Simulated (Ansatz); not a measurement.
Consider the ligand exchange at a B–C bond: `CB1[SiH2][SiH2]1` + H–F → `FB1[SiH2][SiH2]1` + CH₄.

Computed with Ansatz on PBE0-D4/def2-TZVP structures; ΔE is electronic, products minus reactants. CCSD(T)/CBS adds triple-zeta CCSD(T) − MP2 to the extrapolated MP2 energy (def2 sets, frozen cores). This one scheme is used for every species. DFT in def2-TZVPP. B3LYP here is the variant with VWN-RPA as its local correlation; programs differ in this.

Problem. Is it downhill or uphill in electronic energy at CCSD(T)/CBS, and by how much? (Estimate.)

Solution. Computed: Downhill: ΔE = -93.4 kJ/mol.

Problem. What do these levels give: revPBE-D4, B97M-V, PBE0-D4, B3LYP-D4, r2SCAN0-D4, BHLYP-D4, ωB97X-V, B2PLYP, LC-ωPBE, RPA@PBE/def2-TZVPP, HF/def2-SVP, HF/def2-QZVPP? (Estimate.)

Solution. Ansatz gave: revPBE-D4 -96.6, B97M-V -113.5, PBE0-D4 -98.6, B3LYP-D4 -109.1, r2SCAN0-D4 -104.5, BHLYP-D4 -112.4, ωB97X-V -111.6, B2PLYP -107.7, LC-ωPBE -110.2, RPA@PBE/def2-TZVPP -99.4, HF/def2-SVP -136.5, HF/def2-QZVPP -131.5 kJ/mol.

Largest T1 diagnostic among the species: 0.017.

In def2-TZVPP, CCSD(T) changes the Hartree–Fock value by +34.9 kJ/mol (the triples alone add +4.8 kJ/mol) and MP2 by +45.8 kJ/mol. Leaving LDA and LC-ωPBE aside and taking each functional with its dispersion term where it has one, the values, not all of them listed here, spread over 18.2 kJ/mol, from CAM-B3LYP-D4 to PBE-QIDH. LDA lies +6.5 kJ/mol from PBE without D4.
